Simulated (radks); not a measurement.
Values are calculated unless marked as measured or tabulated.
Q: Rh III, configuration [Kr] 4d7. Code: a radial shooting solver on a logarithmic mesh with Libxc functionals. Model: scalar-relativistic Kohn-Sham, AM05, spin-polarised, spherical densities, point nucleus; open shells are filled with parallel spins first (spin-orbit coupling, left out, can overturn this in heavy ions). Some entries of the table are withheld. Estimate them.

orbital,occ.,eigenvalue (eV),<1/r> (bohr^-1)
1s up,1,-23032.00,47.01
1s down,1,-23032.00,47.01
2s up,1,-3357.988,10.64
2s down,1,-3357.510,10.64
2p up,3,-3012.827,10.31
2p down,3,-3012.458,10.31
3s up,1,-616.8928,3.706
3s down,1,-616.5889,3.706
3p up,3,-503.4882,3.531
3p down,3,-503.1489,3.532
3d up,5,(1),3.306
3d down,5,(2),3.307
4s up,1,-104.1457,1.405
4s down,1,-102.1069,1.408
4p up,3,-72.0425,(3)
4p down,3,-69.9222,(4)
4d up,5,(5),0.9285
4d down,2,(6),0.9220

A: 
(1) 3d up eigenvalue (eV): -321.9144
(2) 3d down eigenvalue (eV): -321.4357
(3) 4p up <1/r> (bohr^-1): 1.258
(4) 4p down <1/r> (bohr^-1): 1.261
(5) 4d up eigenvalue (eV): -26.6232
(6) 4d down eigenvalue (eV): -24.5142
